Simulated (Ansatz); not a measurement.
`[SiH3]OC1[SiH2]S1` from Hartree–Fock to CCSD(T)

Cartesian coordinates in Å:
```
Si -0.622 -1.361 -1.123
O -0.110 -1.099 0.426
C 0.746 -0.047 0.725
Si 0.148 1.718 0.806
S 0.640 0.557 2.471
H -1.581 -2.485 -1.054
H 0.522 -1.706 -2.010
H -1.271 -0.131 -1.654
H 1.781 -0.259 0.456
H 1.028 2.848 0.430
H -1.282 1.967 0.528
```

Charge 0, multiplicity 1. Geometry: relaxed with PBE0-D4/def2-TZVP. It is one conformer, not always the lowest. Frozen core, restricted reference, Ansatz. CBS rows extrapolate triple and quadruple zeta; past MP2 they add the triple-zeta difference.

```
     basis      HF (Eh)  MP2 corr.  CCSD corr.       (T)  CCSD(T) total
def2-TZVPP  -1091.71406   -0.81965    -0.87206  -0.03832    -1092.62444
def2-QZVPP  -1091.74904   -0.88370           –         –              –
 CBS(def2)  -1091.75386   -0.93115    -0.98355     as TZ    -1092.77573
```
